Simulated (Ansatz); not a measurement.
trichloroethylene (C2HCl3), singlet, geometry from GFN2-xTB, atoms displaced at random by about 0.05 Å a coordinate; PBE/pcseg-1 run with Ansatz (a first-principles code).

The Ansatz input:
Ansatz 0.2 input:
```yaml
crystal:
  periodic: [false, false, false]
  atoms:
    - {symbol: Cl, position_ang: [2.26262814, 0.65904696, -0.00875349]}
    - {symbol: C, position_ang: [0.93416253, -0.61713944, -0.02193631]}
    - {symbol: C, position_ang: [-0.25523902, -0.26063444, 0.02424361]}
    - {symbol: Cl, position_ang: [-0.90340860, 1.31520503, 0.04408142]}
    - {symbol: Cl, position_ang: [-1.48740248, -1.53569857, -0.02125704]}
    - {symbol: H, position_ang: [1.34244186, -1.55444266, -0.04023310]}
basis:
  gaussian:
    orbitals: pcseg-1.json
hamiltonian:
  xc: pbe
relax: {f_tol: 0.1}
```
The basis file holds pcseg-1 in the JSON format of the Basis Set Exchange.

Q: What does Ansatz print? Leave out banner, timings and long lists.

A: 
```
Functional definition: PBE
999 factors; their error is unknown
mean field evaluation 1: about -39629.8306 eV, gradient 5.5e1 eV
mean field evaluation 2: about -39610.5630 eV, gradient 9.6e1 eV
mean field evaluation 4: about -39637.3396 eV, gradient 3.4e0 eV
mean field evaluation 8: about -39637.2802 eV, gradient 2.4e-1 eV
mean field evaluation 16: about -39637.2803 eV, gradient 3.4e-5 eV
mean field -39637.28029583 eV, -1456.6431837580 hartree, gradient 3.4e-5 eV, S^2 0.000000; 0 other end points of the search recorded, 0 dependent functions left out
the calculation of the forces begins
reference -39637.28032797 eV, -1456.6431849392 hartree; 32, 32 occupied and 55, 55 virtual orbitals, 999 factors
relax step   1: F+E_penalty+E_count = -39637.28029583 eV  Δ(F+E_penalty+E_count) = +0.000e0 eV  max|allowed force component| = 7.079e0 eV/Å  Δτ_max = 0.0000 Å  (26 SCF iters, accepted)
these checks for a lower state are left out or cut short: starts, cluster_reference, orbital_swaps, neighbouring_geometries, increment
999 factors; their error is unknown
mean field -39637.73631713 eV, -1456.6599422320 hartree, gradient 1.3e-5 eV, S^2 0.000000; 0 other end points of the search recorded, 0 dependent functions left out
the calculation of the forces begins
reference -39637.73634959 eV, -1456.6599434247 hartree; 32, 32 occupied and 55, 55 virtual orbitals, 999 factors
relax step   2: F+E_penalty+E_count = -39637.73631713 eV  Δ(F+E_penalty+E_count) = -4.560e-1 eV  max|allowed force component| = 2.219e0 eV/Å  Δτ_max = 0.0794 Å  (29 SCF iters, accepted)
these checks for a lower state are left out or cut short: starts, cluster_reference, orbital_swaps, neighbouring_geometries, increment
999 factors; their error is unknown
mean field evaluation 32: about -39637.7682 eV, gradient 1.4e-5 eV
mean field -39637.76815475 eV, -1456.6611122428 hartree, gradient 1.4e-5 eV, S^2 0.000000; 0 other end points of the search recorded, 0 dependent functions left out
the calculation of the forces begins
reference -39637.76818701 eV, -1456.6611134284 hartree; 32, 32 occupied and 55, 55 virtual orbitals, 999 factors
relax step   3: F+E_penalty+E_count = -39637.76815475 eV  Δ(F+E_penalty+E_count) = -3.184e-2 eV  max|allowed force component| = 9.323e-1 eV/Å  Δτ_max = 0.1544 Å  (36 SCF iters, accepted)
these checks for a lower state are left out or cut short: starts, cluster_reference, orbital_swaps, neighbouring_geometries, increment
999 factors; their error is unknown
mean field -39637.85814216 eV, -1456.6644192193 hartree, gradient 1.1e-5 eV, S^2 0.000000; 0 other end points of the search recorded, 0 dependent functions left out
the calculation of the forces begins
reference -39637.85817441 eV, -1456.6644204043 hartree; 32, 32 occupied and 55, 55 virtual orbitals, 999 factors
relax step   4: F+E_penalty+E_count = -39637.85814216 eV  Δ(F+E_penalty+E_count) = -8.999e-2 eV  max|allowed force component| = 3.674e-1 eV/Å  Δτ_max = 0.1108 Å  (36 SCF iters, accepted)
these checks for a lower state are left out or cut short: starts, cluster_reference, orbital_swaps, neighbouring_geometries, increment
999 factors; their error is unknown
mean field -39637.86290531 eV, -1456.6645942617 hartree, gradient 1.1e-5 eV, S^2 0.000000; 0 other end points of the search recorded, 0 dependent functions left out
the calculation of the forces begins
reference -39637.86293758 eV, -1456.6645954477 hartree; 32, 32 occupied and 55, 55 virtual orbitals, 999 factors
relax step   5: F+E_penalty+E_count = -39637.86290531 eV  Δ(F+E_penalty+E_count) = -4.763e-3 eV  max|allowed force component| = 1.497e-1 eV/Å  Δτ_max = 0.0212 Å  (31 SCF iters, accepted)
these checks for a lower state are left out or cut short: starts, cluster_reference, orbital_swaps, neighbouring_geometries, increment
999 factors; their error is unknown
mean field -39637.86348761 eV, -1456.6646156609 hartree, gradient 1.2e-5 eV, S^2 0.000000; 0 other end points of the search recorded, 0 dependent functions left out
the calculation of the forces begins
reference -39637.86351989 eV, -1456.6646168472 hartree; 32, 32 occupied and 55, 55 virtual orbitals, 999 factors
relax step   6: F+E_penalty+E_count = -39637.86348761 eV  Δ(F+E_penalty+E_count) = -5.823e-4 eV  max|allowed force component| = 1.277e-2 eV/Å  Δτ_max = 0.0058 Å  (32 SCF iters, accepted)
999 factors; their error is unknown
mean field evaluation 64: about -39637.8633 eV, gradient 2.6e-1 eV
mean field -39637.86348761 eV, -1456.6646156609 hartree, gradient 1.5e-5 eV, S^2 0.000000; 1 other end points of the search recorded, 0 dependent functions left out
the calculation of the forces begins
reference -39637.86351989 eV, -1456.6646168472 hartree; 32, 32 occupied and 55, 55 virtual orbitals, 999 factors
Total energy: -39637.86351989 eV, -1456.6646168472 hartree
Atom 0 at     2.271544     0.622694    -0.003885 Å, force     0.001887     0.006307     0.000054 eV/Å
Atom 1 at     1.008226    -0.556518    -0.016691 Å, force     0.012768    -0.011179    -0.000184 eV/Å
Atom 2 at    -0.305201    -0.260891     0.004467 Å, force    -0.011919    -0.002912    -0.000028 eV/Å
Atom 3 at    -0.945149     1.345465     0.047819 Å, force    -0.000342     0.001840     0.000065 eV/Å
Atom 4 at    -1.481449    -1.546947    -0.011656 Å, force    -0.005786     0.003519     0.000135 eV/Å
Atom 5 at     1.345212    -1.597466    -0.043908 Å, force     0.003390     0.002425    -0.000042 eV/Å
Dipole moment:     0.064667    -0.157109    -0.004259 e Å
```
